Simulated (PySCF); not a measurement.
Species: C6H12BNO.
Geometry (PBE0-D3(BJ)/def2-SVP, Å), atoms numbered from 1 in this order:
```xyz
21
C6H12BNO angstrom
C     -1.991    1.115    0.763
N     -1.547   -0.280    0.729
B     -0.797   -0.748   -0.658
C     -0.655   -2.356   -0.582
C      0.592    0.041   -0.614
C      1.313    0.832   -1.468
C      2.516    1.217   -0.793
C      2.446    0.645    0.440
O      1.302   -0.061    0.561
H     -2.735    1.268   -0.029
H     -2.423    1.384    1.738
H     -1.128    1.759    0.548
H     -0.863   -0.450    1.472
H     -2.326   -0.916    0.903
H     -1.517   -0.352   -1.571
H     -0.171   -2.729   -1.499
H     -1.627   -2.876   -0.510
H     -0.027   -2.697    0.261
H      1.009    1.103   -2.477
H      3.324    1.838   -1.173
H      3.107    0.653    1.304
```

The calculation used PySCF, TDDFT wB97X-D/def2-SVPD, vertical, gas phase, core orbitals frozen in the response.

Ground-to-excited transition dipoles (e·a0, same axes as the geometry; the sign carries no meaning), for the states with f of 0.002 or more among the lowest 7:

```
state  E (eV)      μx      μy      μz
   S1   5.890  -0.867  -0.398  -0.282
   S2   6.036   0.760   0.329   0.264
   S3   6.688   0.091  -0.109  -0.172
   S4   6.909   0.046   0.283   0.038
   S5   6.964   0.132  -0.142  -0.158
   S6   7.205   0.030   0.016   0.109
   S7   7.441   0.219  -0.325  -0.061
```

(1) What oscillator strength does each state have?

(2) What angle do the transition dipoles of S2 and S4 make?

(3) How is the summed strength of these states shared among x, y and z?

(4) What peak molar absorption coefficient would the strongest computed level give as a lone Gaussian band 0.4 eV wide at half height?

Answers

(1) f = (2/3) ΔE |μ|² with ΔE in hartree (27.2114 eV).

```
state  |μ|² (au)  |μ| (D)      f
   S1      0.990     2.53  0.143
   S2      0.755     2.21  0.112
   S3      0.050     0.57  0.008
   S4      0.084     0.74  0.014
   S5      0.062     0.64  0.011
   S6      0.013     0.29  0.002
   S7      0.157     1.01  0.029
```

(2) |cos θ| = |μa·μb| / (|μa| |μb|) = 0.55, so θ ≈ 57° (taken between 0 and 90°, since the signs are arbitrary).

(3) (2/3) Σ ΔE μα² gives 0.207 for x, 0.077 for y and 0.034 for z, 0.318 in all.

(4) ε(max) = 2.175×10⁸ f / FWHM, with the width in cm⁻¹. S1: 2.175×10⁸ × 0.1429 / 3226 ≈ 9600 L mol⁻¹ cm⁻¹.

The vertical ionisation energy (ΔSCF) is 7.79 eV, 0.34 eV above S7.

One conformer stands for the species.
